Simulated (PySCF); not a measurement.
Computed IR spectrum (relative IR intensity) of a molecule C₄H₈BN. The structure is a stationary point at B3LYP-D3(BJ)/def2-SVP. Other conformers were not sampled. All values below come from PySCF 2.14.0 with B3LYP-D3(BJ)/def2-SVP. Harmonic, unscaled wavenumbers; measured fundamentals usually lie a few per cent lower.

```csv
ν (cm⁻¹),relative intensity
233,15
510,39
623,50
696,2.4
834,3.2
891,25
942,30
1000,9.1
1096,45
1174,17
1221,30
1259,48
1327,33
1425,37
1435,35
1463,85
1511,100
1761,14
2997,80
3019,4.7
3047,43
3088,9.8
3109,44
3200,13
3628,29
```

Which structure fits?
(A) CNB1C=CC1
(B) NB1CC=CC1
(C) C#CB(N)CC
(D) C=C1CNB1C

D, C=C1CNB1C
